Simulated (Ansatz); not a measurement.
Consider the ligand exchange at a Zr–F bond: `[OH][Zr]([F])([F])[Cl]` + CH₃NH₂ → `C[NH][Zr]([OH])([F])[Cl]` + H–F.

Computed with Ansatz on PBE0-D4/def2-TZVP structures; ΔE is electronic, products minus reactants. CCSD(T)/CBS is the MP2 limit (def2-TZVPP, def2-QZVPP) plus CCSD(T) − MP2 in def2-TZVPP, frozen cores. This one scheme is used for every species. Functionals use def2-TZVPP. Elements past krypton have def2 core potentials. For Zr outer-core shells are correlated without core-valence functions, which leaves a few kJ/mol of doubt a bond. One conformer a species, not always the lowest.

```json
{"species": "`[OH][Zr]([F])([F])[Cl]`", "r2SCANh energy (Eh)": "-783.08577"}
{"species": "CH₃NH₂", "r2SCANh energy (Eh)": "-95.83146"}
{"species": "`C[NH][Zr]([OH])([F])[Cl]`", "r2SCANh energy (Eh)": "-778.43208"}
{"species": "H–F", "r2SCANh energy (Eh)": "-100.44147"}
```

**Question.** Work out ΔE.

**Answer.** ΔE = (-778.43208) + (-100.44147) − (-783.08577) − (-95.83146) = 0.04368 Eh = +27.4 kcal/mol. CCSD(T)/CBS gives +24.0 kcal/mol.

**Question.** What do rigid-rotor, harmonic-oscillator terms from PBE0-D4/def2-TZVP frequencies (298.15 K, 1 bar) make of the CCSD(T)/CBS value? (An estimate is asked.)

**Answer.** The calculation gave: ΔZPE = -2.0 kcal/mol, ΔH = +22.9 kcal/mol, ΔS = -14 J/(mol·K), ΔG = +23.8 kcal/mol. Modes under 50 cm⁻¹ make the entropy rough.

Largest T1 diagnostic among the species: 0.017.

The D4 term adds −2.4 kcal/mol with B3LYP and −1.4 kcal/mol with PBE0; it sums over pairs of atoms, weighted by their polarisabilities, and B3LYP, whose exchange is more repulsive, gets the larger term. Leaving LDA and LC-ωPBE aside and taking each functional with its dispersion term where it has one, the values, not all of them listed here, spread over 3.4 kcal/mol, from revPBE-D4 to B97M-V. LDA lies −2.3 kcal/mol from PBE without D4. In def2-TZVPP, CCSD(T) changes the Hartree–Fock value by −6.2 kcal/mol (the triples alone add −0.8 kcal/mol) and MP2 by −7.3 kcal/mol.

B3LYP here is the variant with VWN-RPA as its local correlation; programs differ in this.
